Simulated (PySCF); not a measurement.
Cl₂Hg, charge +1, doublet, at a GFN2-xTB geometry (such geometries of metal compounds can be far from the true shape) (a state made from the parent by changing its charge; the spin is typed, not shown lowest) (core potentials on Hg); B3LYP/def2-SVP in PySCF.

The PySCF input:
```python
from pyscf import gto, scf, dft

mol = gto.Mole()
mol.atom = '''
    Hg    0.000000    0.000000    0.000000
    Cl   -0.000000   -0.000000   -2.413138
    Cl    0.000000    0.000000    2.413138
'''
mol.basis = 'def2-svp'
mol.ecp = {'Hg': 'def2-svp'}
mol.charge = 1
mol.spin = 1
mol.verbose = 3
mol.build()

mf = dft.UKS(mol)
mf.xc = 'b3lyp'
mf.kernel()
mf.analyze()
```

It wrote (shortened):

```
converged SCF energy = -1073.33033041641  <S^2> = 0.75430037  2S+1 = 2.0042958
**** MO energy ****
                             alpha | beta                alpha | beta
MO #1   energy= -101.777041677319  | -101.773429078601  occ= 1 | 1
MO #2   energy= -101.776967898432  | -101.773355569105  occ= 1 | 1
MO #3   energy= -9.72654499896847  | -9.72318895992269  occ= 1 | 1
MO #4   energy= -9.72648288409438  | -9.72312758422609  occ= 1 | 1
MO #5   energy= -7.49513586095622  | -7.48961051430031  occ= 1 | 1
MO #6   energy= -7.49511092357568  | -7.48958448201972  occ= 1 | 1
MO #7   energy= -7.49181234049315  | -7.48393145494478  occ= 1 | 1
MO #8   energy= -7.49178617977366  | -7.48390718734584  occ= 1 | 1
MO #9   energy= -7.48295051894091  | -7.48089977977633  occ= 1 | 1
MO #10  energy= -7.48292640507063  | -7.4808757747468   occ= 1 | 1
MO #11  energy= -4.77093258252154  | -4.76947121424874  occ= 1 | 1
MO #12  energy= -2.91313549969664  | -2.91074133783665  occ= 1 | 1
MO #13  energy= -2.90410742653861  | -2.90175683570642  occ= 1 | 1
MO #14  energy= -2.90095222398242  | -2.90047579708213  occ= 1 | 1
MO #15  energy= -1.06688674459904  | -1.04310444456718  occ= 1 | 1
MO #16  energy= -1.05624024156767  | -1.03045172652913  occ= 1 | 1
MO #17  energy= -0.768687901074313 | -0.765248962770775 occ= 1 | 1
MO #18  energy= -0.754595078668576 | -0.749932517305286 occ= 1 | 1
MO #19  energy= -0.750510190507979 | -0.74859114488322  occ= 1 | 1
MO #20  energy= -0.734954832400547 | -0.734440763131168 occ= 1 | 1
MO #21  energy= -0.734954305394059 | -0.734434846897062 occ= 1 | 1
MO #22  energy= -0.623231532733723 | -0.620028807893517 occ= 1 | 1
MO #23  energy= -0.597309412511188 | -0.588505405494362 occ= 1 | 1
MO #24  energy= -0.591501394472805 | -0.555804500023831 occ= 1 | 1
MO #25  energy= -0.578725238103851 | -0.542849360633025 occ= 1 | 1
MO #26  energy= -0.563935692623067 | -0.524187252156831 occ= 1 | 1
MO #27  energy= -0.551151082598941 | -0.48742484551507  occ= 1 | 0
MO #28  energy= -0.361079881691865 | -0.355952877858101 occ= 0 | 0
MO #29  energy= -0.220406897311619 | -0.217115859113221 occ= 0 | 0
MO #30  energy= -0.2158608907271   | -0.215799999139001 occ= 0 | 0
MO #31  energy= -0.102024351314468 | -0.0995734181919719 occ= 0 | 0
MO #32  energy= -0.0683055262541482 | -0.0673871568070791 occ= 0 | 0
MO #33  energy= 0.178742149234334  | 0.188360833862674  occ= 0 | 0
MO #34  energy= 0.188227409057841  | 0.18910642139919   occ= 0 | 0
MO #35  energy= 0.219208206526083  | 0.219255423848966  occ= 0 | 0

WARN: System has nonzero charge 1; the dipole moment is origin-dependent.
Location of origin: [0. 0. 0.]

Dipole moment(X, Y, Z, Debye):  0.00000,  0.00000, -0.00386
```
